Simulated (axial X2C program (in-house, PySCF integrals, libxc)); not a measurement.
Which molecule has these constants?

Computed with an axial X2C code built on PySCF integrals, spin-free (one-electron X2C) or two-component (2c: spin–orbit coupling with atomic mean-field Coulomb and Gaunt terms, which also bring small scalar terms), in Dyall basis sets with cores contracted in-house; open shells are unrestricted.

A two-component PBE0 calculation in a Dyall 3-zeta basis gave Re = 1.547 Å, ωe = 1019.5 cm⁻¹, De = 6.59 eV, Ω = 0.

**Question.** Which molecule is it?
A. SiF⁺
B. GeF⁺
C. CF⁺
D. SnF⁺

**Answer.** A. The others have SnF⁺ 1.875 Å and 689.6 cm⁻¹ (Ω = 0); CF⁺ 1.153 Å and 1814.9 cm⁻¹ (Ω = 0); GeF⁺ 1.672 Å and 804.6 cm⁻¹ (Ω = 0).

Each entry is the lowest single determinant of a limited PBE0 search at one distance. De goes to single-determinant-based atoms at the same level (for ions the charge split of lowest energy) and is withheld (n/a) where an atom does not fit its ground term or J level. Main or longest-lived isotopes. Some light 2c atoms are not at their ground J level, so De misses part of their lowering (0.04 eV or less). The functionals have no current term, which raises determinants with orbital currents.
